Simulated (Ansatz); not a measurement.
A structure relaxed at r2SCAN-D4/def2-TZVP in Ansatz, charge 0, singlet:

```tsv
atom	x (Å)	y (Å)	z (Å)
Au1	1.154	-1.497	-0.811
Au2	-0.272	-0.064	0.659
O3	-0.882	1.561	0.152
```

Problem. Give its formula and point group.

Solution. the cluster Au₂O. Point group Cs (tolerance 0.1 Å).

Problem. Summarise the bond lengths by kind (pairs closer than 1.2 times the sum of covalent radii, bridged metal pairs left out).

Solution. 1 × Au–Au 2.50 Å; 1 × Au–O 1.81 Å.

In the def2 sets Au takes a core potential; there is no spin–orbit coupling. The restricted singlet is unstable towards broken spin symmetry in Hartree–Fock (as tested in another run); at r2SCAN-D4/def2-TZVP this wasn't settled. Another isomer (singlet) lies 1.10 eV lower at PBE0-D4/def2-TZVP; other spin states weren't run for this one.
